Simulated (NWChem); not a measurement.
Dipole moment of ammonia borane (H6BN)

```
N
H 1 1.0228
H 1 1.0228 2 107.60
H 1 1.0228 2 107.60 3 -115.67
B 1 1.6538 2 111.29 3 122.16
H 5 1.2226 1 105.09 2 180.00
H 5 1.2226 6 113.48 1 114.27
H 5 1.2226 6 113.48 7 131.47
```
Charge 0, spin multiplicity 1.

The numbers come from NWChem runs, not from measurements. All single points use one geometry, from B3LYP/def2-SVP, a minimum by its harmonic frequencies.

Basis set: 6-31G*. The CCSD dipole comes from the Λ equations, without orbital relaxation.

The correlated methods keep 2 core orbitals frozen. B3LYP has NWChem's definition, with VWN1-RPA local correlation. The Pople sets run with spherical d functions. No row is a measurement; the coupled-cluster row has its own basis-set and correlation limits.

| method | dipole moment (D) |
|---|---|
| BHandHLYP | ? |
| B3LYP | 5.68 |
| CCSD | 5.72 |
| PBE | 5.67 |
| HF | ? |

**Question.** Complete the blanks.

**Answer.** 
- BHandHLYP, dipole moment (D): 5.70
- HF, dipole moment (D): 5.74
